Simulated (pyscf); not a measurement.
PySCF, gas phase, ωB97X-D3(BJ)/def2-SVP geometries. MP2 and CC: frozen core, UHF for open shells. ΔMP2 is the change of the MP2 total energy from the triple- to the quadruple-zeta basis.

**Question.** What is the homolytic dissociation enthalpy (298 K, CCSD(T)/def2-TZVPP + ΔMP2(QZVPP)) of the B–O bond of H₂B–O–B(F)–F, to BH₂• + •O–B(F)–F?

**Answer.** B–O to BH₂• + •O–B(F)–F: 6.41 eV. The radicals are drawn with the spin at the cut bond; how far it spreads was not checked. Other isomers of •O–B(F)–F were not searched in full and may lie lower. The CCSD(T) − MP2 part came from Ansatz, without density fitting, on the same reference.
